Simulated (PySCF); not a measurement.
# [PbOF]+ at several levels of theory

Computed with PySCF 2.14.0 (density fitting, no spin-orbit coupling) at the geometry relaxed with PBE0:

```xyz
3
[PbOF]+ (singlet)
Pb   -0.0188    0.0000    0.3677
O     1.8830    0.0000    0.3257
F    -1.9803    0.0000    0.4162
```

```tsv
level	basis	state	HOMO (eV)	gap (eV)	charge on Pb1 (e)	dipole about the centre of mass (D)	largest force component (eV/Å)
PBE0	Pb def2-SVP with ECP60, O def2-SVP, F def2-SVP	singlet	-15.90	4.28	1.52	0.63	0.02
PBE	the same	singlet	-14.21	1.51	1.39	0.73	0.70
PBE0	Pb def2-TZVP with ECP60, O def2-TZVP, F def2-TZVP	singlet	-15.88	4.38	1.54	0.62	1.35
```

Charges are Mulliken's, which hang on the basis. The relaxation used the grid (50, 194), these runs (75, 302) or, all-electron (x2c bases, spin-free X2C Hamiltonian), (99, 590).

Problem. What does revPBE with Pb def2-SVP with ECP60, O def2-SVP, F def2-SVP give here?

Solution. state singlet, HOMO (eV) -14.12, gap (eV) 1.54, charge on Pb1 (e) 1.41, dipole about the centre of mass (D) 0.73, largest force component (eV/Å) 0.92. Time: 0.9 s on 2 threads of Arm Neoverse V2 (shared host), from an already converged density.

In the first row's basis the gap widens with exact exchange: 1.5 eV for PBE, revPBE (none); 4.3 eV for PBE0 (a fixed share).
